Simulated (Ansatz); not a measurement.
Geometry optimisation, RKS BLYP-D4/def2-SVP in Ansatz 0.2.0.

The input (input.yaml):

```yaml
crystal:
  periodic: [false, false, false]
  atoms:
    - { symbol: B, position_ang: [0.0713, 0.6342, 1.4272] }
    - { symbol: Si, position_ang: [-0.9174, -0.1213, -0.0853] }
    - { symbol: In, position_ang: [1.1008, -0.9067, -1.1634] }
    - { symbol: Cl, position_ang: [1.74203, -0.51333, 0.15463] }
    - { symbol: Cl, position_ang: [1.00154, -1.99044, -2.48386] }
    - { symbol: H, position_ang: [-0.5326, 0.8316, 2.4473] }
    - { symbol: H, position_ang: [1.1112, 1.1715, 1.2537] }
    - { symbol: H, position_ang: [-2.2081, -0.5437, 0.344] }
    - { symbol: H, position_ang: [-1.0492, 0.8937, -1.1158] }
basis:
  gaussian: { orbitals: def2-SVP }
hamiltonian:
  xc: blyp
  dispersion: d4
relax:
  f_tol: 0.015
  max_steps: 40
```

Launched with:

```bash
$ ansatz run input.yaml --threads 2 --pin off --max-ram 3072MiB --backend cpu --events-out ev --progress --plain --runs-dir out
```

Question: Where does it end, and by what steps?

Answer: The forces met the threshold. After 19 steps the energy has fallen by 30.523 eV; Cl5 moved furthest, 1.10 Å. The start is strongly strained (largest force component 68 eV/Å). Joined: B1–Cl4.

```
step  energy less start (eV)  largest force component (eV/Å)  accepted
   0                  0.0000                          67.593       yes
   1                -16.3011                          21.491       yes
   2                -23.9094                           9.929       yes
   3                -27.4960                           4.053       yes
   4                -29.0983                           1.681       yes
   5                -29.7765                           0.693       yes
   6                -29.9365                           0.561       yes
   7                -30.0468                           0.833       yes
   8                -30.0875                           0.351       yes
   9                -30.1137                           0.096       yes
  10                -30.1220                           0.098       yes
  11                -30.1586                           0.420       yes
  12                -30.2585                           0.658       yes
  13                -30.3827                           0.578       yes
  14                -30.4536                           0.905       yes
  15                -30.4917                           0.395       yes
  16                -30.5208                           0.067       yes
  17                -30.5225                           0.044       yes
  18                -30.5230                           0.050       yes
  19                -30.5232                           0.014       yes
```

```xyz
9
Properties=species:S:1:pos:R:3
B 0.393 0.625 1.328
Si -1.138 0.361 -0.010
In 0.459 -1.230 -1.445
Cl 1.923 -0.527 0.708
Cl 1.801 -2.673 -2.801
H 0.054 0.194 2.415
H 0.780 1.777 1.282
H -2.344 -0.500 0.270
H -1.608 1.426 -0.968
```

The run took 97 s on 2 threads of Arm Neoverse N1, with other jobs on the host, peak memory 0.17 GiB.
